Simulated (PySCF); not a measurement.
CH7BP2: core ionisation energies

CH₇BP₂.
Atom-mapped SMILES: `[CH3:1][B:2]([PH2:3])[PH2:4]`

Computed, not measured: PySCF 2.14.0, delta-SCF UKS SCAN, pcX-2 on the ionised atom, pcseg-1 elsewhere, spin-free X2C. These are vertical core ionisation energies against the vacuum level, from separate self-consistent calculations with and without the core hole.

Question: List the computed XPS lines with their assignment.

Answer: 
```
atom(s)  bonded to    level  binding energy (eV)  2p1/2 (eV)  count
     C1  3 H and B     C 1s               290.27           –      1
     B2  C and 2 P     B 1s               195.46           –      1
  P3/P4  2 H and B  P 2p3/2               136.14      137.03      2
  P3/P4  2 H and B     P 1s              2149.69           –      2
```

Question: Express the binding energy of P 2p3/2 of P3/P4 in atomic units and per mole.

Answer: 136.14 eV = 5.0031 Eh = 13136 kJ/mol.

One atom of each set of topologically equivalent atoms was ionised and stands for the set; in this conformer not all members are related by symmetry, and their own values weren't computed. The unrestricted hole states depart most from a pure doublet (⟨S²⟩ = 0.75; over 0.85 named) for B 1s of B2 (0.87), which makes this value less certain. Spin–orbit coupling isn't in the SCF: each 2p doublet comes from a relaxed spin-free hole plus a matrix of the shell (mean-field spin–orbit coupling and the ground-state 2p splitting), with 2p3/2 averaged over its two sublevels. 2p1/2 minus 2p3/2 (ligand field included): P 0.89 eV. Isolated species at its PBE0-D3(BJ)/def2-SVP geometry (one conformer only).

On one thread, Arm Neoverse V1, shared host, this took 22 s.

The values belong to the conformer `[CH3:1][B:2]([PH2:3])[PH2:4]`: H–P3–B2–C1 -145°, H–P3–B2–C1 -44°, H–P4–B2–C1 -51°, H–P4–B2–C1 -151°.
